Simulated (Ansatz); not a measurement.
Kohn–Sham single points on H$_{2}$KN (`[NH2][K]`).

```yaml
crystal:
  periodic: [false, false, false]
  atoms:
    - {symbol: N, position_ang: [-0.218868, 0.035482, -0.153147]}
    - {symbol: K, position_ang: [1.762334, -0.394357, 1.107066]}
    - {symbol: H, position_ang: [-1.148660, -0.357698, -0.023670]}
    - {symbol: H, position_ang: [-0.339306, 0.656373, -0.950550]}
basis:
  gaussian: {orbitals: def2-TZVPP}
hamiltonian: {xc: {name: B3LYP}, dispersion: d4}
output: {forces: true, orbitals: {seedname: orbitals}}
```

```sh
$ ansatz run in.yaml --threads 2 --pin off --events-out ev --progress --plain
```

Output, abridged:

```
Functional definition: B3LYP
  name "B3LYP"
  cite "Stephens, Devlin, Chabalowski & Frisch, J. Phys. Chem. 98, 11623 (1994) doi:10.1021/j100096a001"
  cite "Becke, Phys. Rev. A 38, 3098 (1988) doi:10.1103/PhysRevA.38.3098"
  cite "Lee, Yang & Parr, Phys. Rev. B 37, 785 (1988) doi:10.1103/PhysRevB.37.785"
  cite "Vosko, Wilk & Nusair, Can. J. Phys. 58, 1200 (1980) doi:10.1139/p80-159"
  parameter a0 = 0.2
  parameter ax = 0.72
  parameter ac = 0.81
  exchange = (1 - a0 - ax)*slater_x + ax*b88_x + a0*exact_x
  correlation = (1 - ac)*vwn_rpa_c + ac*lyp_c
598 factors; their error is unknown
mean field evaluation 1: about -17835.9935 eV, gradient 7.7e1 eV
mean field evaluation 2: about -17717.6227 eV, gradient 1.4e2 eV
mean field evaluation 4: about -17846.8349 eV, gradient 2.2e1 eV
mean field evaluation 8: about -17848.0216 eV, gradient 2.0e-1 eV
mean field evaluation 16: about -17848.0905 eV, gradient 2.9e-5 eV
mean field -17848.09053813 eV, -655.9052294059 hartree, gradient 2.9e-5 eV, S^2 0.000000; 0 other end points of the search recorded, 0 dependent functions left out
the calculation of the forces begins
reference -17848.09080084 eV, -655.9052390605 hartree; 14, 14 occupied and 78, 78 virtual orbitals, 598 factors
Total energy: -17848.14494830 eV, -655.9072289427 hartree
Atom 0 at    -0.218868     0.035482    -0.153147 Å, force    -0.038920     0.008393    -0.024714 eV/Å
Atom 1 at     1.762334    -0.394357     1.107066 Å, force     0.080520    -0.017450     0.051198 eV/Å
Atom 2 at    -1.148660    -0.357698    -0.023670 Å, force    -0.031468    -0.008814    -0.001054 eV/Å
Atom 3 at    -0.339306     0.656373    -0.950550 Å, force    -0.010132     0.017871    -0.025430 eV/Å
Dipole moment:     1.268114    -0.275154     0.806654 e Å
```

It took 1.6 s on 2 threads of a server CPU on a shared host, with 0.15 GiB of host memory at the peak.

With the line `hamiltonian: {xc: r2scan, dispersion: d4}` (abridged; 2.1 s):

```
Functional definition: r2SCAN
mean field evaluation 16: about -17845.7114 eV, gradient 1.0e-5 eV
mean field -17845.71137174 eV, -655.8177966539 hartree, gradient 1.0e-5 eV, S^2 0.000000
Total energy: -17845.71815217 eV, -655.8180458300 hartree
Atom 0 force     0.077127    -0.016766     0.049076 eV/Å
Atom 1 force     0.052469    -0.011368     0.033362 eV/Å
Atom 2 force    -0.061538     0.018167    -0.044971 eV/Å
Atom 3 force    -0.068058     0.009967    -0.037467 eV/Å
Dipole moment:     1.287076    -0.279268     0.818715 e Å
```

Changing it to `hamiltonian: {xc: {name: wB97X-V}}` and no forces (abridged; 4.1 s):

```
Functional definition: wB97X-V
mean field evaluation 16: about -17844.7874 eV, gradient 2.3e-5 eV
mean field -17844.78736879 eV, -655.7838401719 hartree, gradient 2.3e-5 eV, S^2 0.000000
Total energy: -17844.78736626 eV, -655.7838400788 hartree
```

The same input with `hamiltonian: {xc: pbe, dispersion: d4}` (abridged; 1.1 s):

```
Functional definition: PBE
mean field evaluation 16: about -17839.7938 eV, gradient 2.8e-5 eV
mean field -17839.79378192 eV, -655.6003292389 hartree, gradient 2.8e-5 eV, S^2 0.000000
Total energy: -17839.82659364 eV, -655.6015350476 hartree
Atom 0 force     0.310365    -0.067342     0.197444 eV/Å
Atom 1 force     0.033704    -0.007295     0.021418 eV/Å
Atom 2 force    -0.310129    -0.135686     0.048693 eV/Å
Atom 3 force    -0.033940     0.210323    -0.267555 eV/Å
Dipole moment:     1.223389    -0.265448     0.778207 e Å
```

The same input with `hamiltonian: {xc: {name: BHLYP}, dispersion: d4}` and no forces (abridged; 1.4 s):

```
Functional definition: BHLYP
mean field evaluation 16: about -17846.8198 eV, gradient 1.5e-5 eV
mean field -17846.81977440 eV, -655.8585297002 hartree, gradient 1.5e-5 eV, S^2 0.000000
Total energy: -17846.86612636 eV, -655.8602331033 hartree
```

With the line `hamiltonian: {xc: {name: PBE-QIDH}}` and no forces (abridged; 1.8 s):

```
Functional definition: PBE-QIDH
mean field evaluation 16: about -17834.1427 eV, gradient 4.1e-4 eV
mean field -17834.14266506 eV, -655.3926545249 hartree, gradient 3.7e-6 eV, S^2 0.000000
6 core orbitals not correlated: weight in the atoms' cores, before any rotation towards them, 1.000 or more for the frozen orbitals, at most 0.000 for the correlated occupied ones
second order -12.21827637 eV of doubles, -0.00000000 eV of singles
Total energy: -17838.21543972 eV, -655.5423262330 hartree
```

B3LYP takes the VWN-RPA correlation (the form of Gaussian; ORCA's B3LYP/G).
